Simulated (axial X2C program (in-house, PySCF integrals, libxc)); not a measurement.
**WSi at several levels of theory**

All values were computed with an in-house all-electron X2C program for linear molecules (integrals from PySCF). Spin-free means the one-electron spin-free X2C Hamiltonian; two-component (2c) means X2C with spin–orbit coupling and atomic mean-field two-electron Coulomb and Gaunt terms, so the difference of the two also holds small scalar two-electron terms. Basis: W dyall-v3z [13s14p9d7f2g], Si dyall-v3z [8s7p2d1f] (cores contracted in-house); Gaussian nuclei, density fitting, unrestricted open shells. Masses: W 183.951 u, Si 27.977 u.

State, spin-free: M_S = 2, Λ = 1 (beyond evenly filled blocks: σα, π+α, π+β, π-α, δ+α, δ-α); electrons by block: σα: 18, σβ: 17, π+α: 9, π+β: 9, π-α: 9, π-β: 8, δ+α: 4, δ+β: 3, δ-α: 4, δ-β: 3, φ+α: 1, φ+β: 1, φ-α: 1, φ-β: 1. Fragments: W + Si.

State, 2c: Ω = 3 (⟨Sz⟩ = 1.99, ⟨Lz⟩ = 1.01 at HF); electrons by block: 1/2: 27, -1/2: 26, 3/2: 12, -3/2: 12, 5/2: 5, -5/2: 4, 7/2: 1, -7/2: 1. Fragments: W + Si.

```csv
Hamiltonian,level,Re (Å),ωe (cm⁻¹),ωexe (cm⁻¹),αe (cm⁻¹),De (eV),D0 (eV),μ (D)
spin-free,PBE0,2.314,388.3,1.82,0.000733,n/a,n/a,-2.62
spin-free,HF,2.584,228.3,n/a,0.000829,n/a,n/a,-2.75
spin-free,r2SCAN,2.308,403.0,1.87,0.00068,n/a,n/a,-2.55
spin-free,B97-3,2.322,387.7,1.83,0.000712,3.16,3.14,-2.35
2c,HF,2.577,230.0,n/a,0.000821,n/a,n/a,-2.73
```

Dipoles are positive if Si is the positive end.

Occupations by symmetry block were frozen at the best pattern of an incomplete PBE0 search. De is counted from the lowest determinant-based energies of the atoms at the same level, without counterpoise correction. De is not given where an atomic determinant may have missed its ground term or J level, or where the truncated virtual space spoils (T). Other states lie close and PBE0, whose exact exchange favours high spin, may order them wrongly; the determinant shown need not be the ground state. The nearest other spin-free determinant of the search, M_S = 2, Λ = 0, lies 0.46 eV up at the distance of the search. Without a current term, density functionals place determinants with orbital angular momentum somewhat too high. With several unpaired electrons one determinant need not be a pure state. A state of lower Ω lies just above, and one determinant can place such states too high, so the state shown need not be the lowest. The search has Ω = 1 only 0.08 eV up. Open-shell Ω = 0 determinants with evenly filled partner blocks cannot be reached by this program, so the Ω shown need not be the lowest component. The determinant is spin-polarised beyond a pure state at some levels (its spin-free form has ⟨S²⟩ too high), which makes Re and μ there less reliable.

No reliable constants came from B97-3 (2c), MP2 (2c), MP2 (spin-free), PBE0 (2c), r2SCAN (2c): no minimum in range, unconverged points, a curve that is not smooth, a change of character along it, or the two Hamiltonians disagreeing along it.

Rough cost a point (2c) on 1 thread(s) of a shared host, integrals apart: HF 3 s.

The whole task took 6.7 min on 1 thread of Arm Neoverse N1, on a shared host.
